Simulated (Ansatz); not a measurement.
cis-PtH2(AsH3)2 (As2PtH8), relaxed as a singlet with RKS PBE0-D4/def2-SVP in Ansatz, starting from the GFN2-xTB geometry. Force threshold 0.02 eV/Å.

In the def2 sets Pt takes a core potential; there is no spin–orbit coupling.

Start:

Cartesian coordinates in Å:
```
Pt 0.075 0.499 1.046
H -0.463 1.697 1.797
H 0.740 0.282 2.387
As 1.114 -1.493 0.210
H 1.028 -2.116 -1.144
H 0.884 -2.791 0.892
H 2.586 -1.669 0.271
As -1.148 1.176 -0.902
H -0.983 2.537 -1.468
H -2.623 1.332 -0.836
H -1.210 0.547 -2.254
```

| step | energy (eV) | largest force component (eV/Å) | SCF passes |
| --- | --- | --- | --- |
| 1 | -125030.8746 | 1.666 | 15 |
| 2 | -125031.1034 | 0.487 | 20 |
| 3 | -125031.1465 | 0.148 | 20 |
| 4 | -125031.1497 | 0.058 | 21 |
| 5 | -125031.1499 | 0.013 | 22 |

Force components are those of the run's own axes.

End:

| atom | x (Å) | y (Å) | z (Å) |
| --- | --- | --- | --- |
| Pt1 | 0.072 | 0.484 | 1.014 |
| H2 | -0.485 | 1.741 | 1.806 |
| H3 | 0.769 | 0.262 | 2.422 |
| As4 | 1.149 | -1.550 | 0.213 |
| H5 | 1.013 | -2.115 | -1.191 |
| H6 | 0.853 | -2.841 | 0.945 |
| H7 | 2.657 | -1.640 | 0.288 |
| As8 | -1.192 | 1.212 | -0.938 |
| H9 | -0.947 | 2.607 | -1.469 |
| H10 | -2.694 | 1.330 | -0.803 |
| H11 | -1.196 | 0.512 | -2.287 |

By distances, no bond broke or formed. The bond that changes most is Pt1–H2, from 1.51 to 1.59 Å (atoms count from 1).

No frequencies were taken in this run, so the end may be a saddle point.

Run time 15 s (4 threads of Arm Neoverse V1 on a shared host).
